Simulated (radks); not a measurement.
Values are calculated unless marked as measured or tabulated.
Effect of the nuclear size on the barium ion Ba+, [Xe] 6s1. Level of theory: Dirac Kohn-Sham, PBE, spin-unpolarised, spherical densities, finite nucleus; Fermi nuclear charge, rms radius 4.8378 fm (a radial shooting solver on a logarithmic mesh with Libxc functionals). The rms radius is varied about that value; shifts are against it.

rms radius (fm) = 3.8896: total energy shift (eV) -2.99; density at nucleus (e/bohr^3) 3.367e+05; 1s1/2 shift (meV) -1240; 2s1/2 shift (meV) -150; 4p1/2 shift (meV) 0.521; 5s1/2 shift (meV) -0.979; 5p1/2 shift (meV) 0.168; 6s1/2 shift (meV) -0.101
rms radius (fm) = 4.5959: total energy shift (eV) -0.813; density at nucleus (e/bohr^3) 3.26e+05; 1s1/2 shift (meV) -338; 2s1/2 shift (meV) -40.7; 4p1/2 shift (meV) 0.141; 5s1/2 shift (meV) -0.266; 5p1/2 shift (meV) 0.046; 6s1/2 shift (meV) -0.028
rms radius (fm) = 4.8378: total energy shift (eV) 0; density at nucleus (e/bohr^3) 3.228e+05; 1s1/2 shift (meV) 0.000; 2s1/2 shift (meV) 0.000; 4p1/2 shift (meV) 0.000; 5s1/2 shift (meV) 0.000; 5p1/2 shift (meV) 0.000; 6s1/2 shift (meV) 0.000
rms radius (fm) = 5.2877: total energy shift (eV) 1.60; density at nucleus (e/bohr^3) 3.173e+05; 1s1/2 shift (meV) 666; 2s1/2 shift (meV) 80.1; 4p1/2 shift (meV) -0.279; 5s1/2 shift (meV) 0.524; 5p1/2 shift (meV) -0.090; 6s1/2 shift (meV) 0.054
rms radius (fm) = 5.815: total energy shift (eV) 3.62; density at nucleus (e/bohr^3) 3.115e+05; 1s1/2 shift (meV) 1510; 2s1/2 shift (meV) 181; 4p1/2 shift (meV) -0.631; 5s1/2 shift (meV) 1.18; 5p1/2 shift (meV) -0.204; 6s1/2 shift (meV) 0.122

Slopes of the eigenvalues against <r^2> in GHz/fm^2, as finite differences over the two radii next to the reference (eigenvalue slopes, not the field-shift constants of lines): 1s1/2 35500, 2s1/2 4270, 4p1/2 -14.9, 5s1/2 27.9, 5p1/2 -4.80, 6s1/2 2.87.
